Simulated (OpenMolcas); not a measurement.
**Cr3+: ligand-field states by method**

Cr3+ with its 6 nearest chloride ions at 2.461 Å, on the Y site of Cs2NaYCl6 (a = 10.7396 Å, distance in the model lattice 2.619 Å). The rest of the host is ab initio model potentials to 7.6 Å, with orthogonalisation functions on the cations behind the ligands, and point charges beyond; the distance is set by hand and nothing relaxes. Ligand basis ANO-RCC-VDZP.
```
Cr    0.0000    0.0000    0.0000
Cl    2.4610    0.0000    0.0000
Cl    0.0000    2.4610    0.0000
Cl   -2.4610    0.0000    0.0000
Cl    0.0000   -2.4610    0.0000
Cl    0.0000    0.0000    2.4610
Cl    0.0000    0.0000   -2.4610
```

* Program: OpenMolcas 26.06
* Basis: ANO-RCC-VDZP [5s4p2d1f]
* Scalar Hamiltonian: DKH2, point nucleus
* Active space: 3 electrons in 5 orbitals (3d)
* State averaging: 2S+1 = 4 even, 10 roots; 2S+1 = 2 even, 40 roots
* Spin-orbit coupling: state interaction with AMFI integrals over the reference wave functions

I. CASSCF
II. SS-CASPT2, IPEA 0.25 Eh, imaginary shift 0.1 Eh (closed shells correlated: 3s 3p and the ligand valence shells)

Spin-free states (labels of O, the rotations of Oh) in cm-1, each column counted from its own energy of the first state listed:

```tsv
State	Degeneracy	I	II
4A2	1	0	0
4T2	3	9760	12160
4T1	3	16176	17840
2E	2	18803	13310
2T1	3	19711	14180
2T2	3	25039	19360
2A1	1	25612	22050
2T2	3	27957	24200
4T1	3	28518	28070
2T1	3	29181	26330
2E	2	31460	27130
2T1	3	33452	29750
2T2	3	37947	37610
2T1	3	38131	39100
2A2	1	44954	37890
2E	2	45301	47000
2T2	3	45848	38970
2T1	3	49499	45510
2E	2	67496	57900
2T2	3	68393	61120
```

From I to II, I's first state of the same spin (4T2) moves from 9760 to 12160 cm-1, by about +2400 cm-1.

From I to II, I's first state of another spin (2E) moves from 18803 to 13310 cm-1, by about -5500 cm-1.

χT at 300 K: I 1.82, II 1.83 cm3 K/mol.

Roots that are degenerate in the reference are averaged as groups; the widest CASPT2 spread within a group is 240 cm-1 (the 2-fold group of multiplicity 2 near 27100 cm-1 above the lowest state of its run, II). Shifts and gaps below about the spread of the groups concerned are not significant. Over all roots computed the reference weight is 0.66 to 0.68 in II; a low but even weight reflects the number of correlated electrons. Ligand-to-metal charge-transfer states are missing. With no ligand orbital active B as a rule stays too high, so bands that hang on it stand too high and its fall with covalency is understated. Without dynamic correlation the repulsion within the d shell is too large (B by tens of per cent), so at a given field states of lower spin stand too high (holds for I). With metal d orbitals alone and no dynamic correlation the field as a rule comes out too small, by tens of per cent, by up to half for chloride and softer ligands (holds for I). These CASPT2 states fit no ligand-field parameters well, so their order and spin gaps are uncertain (holds for II). With one d shell and no ligand orbital active, 10Dq can be off by a tenth or more (holds for II). No measured value stands beside these numbers; the geometry was set by hand and not optimised.
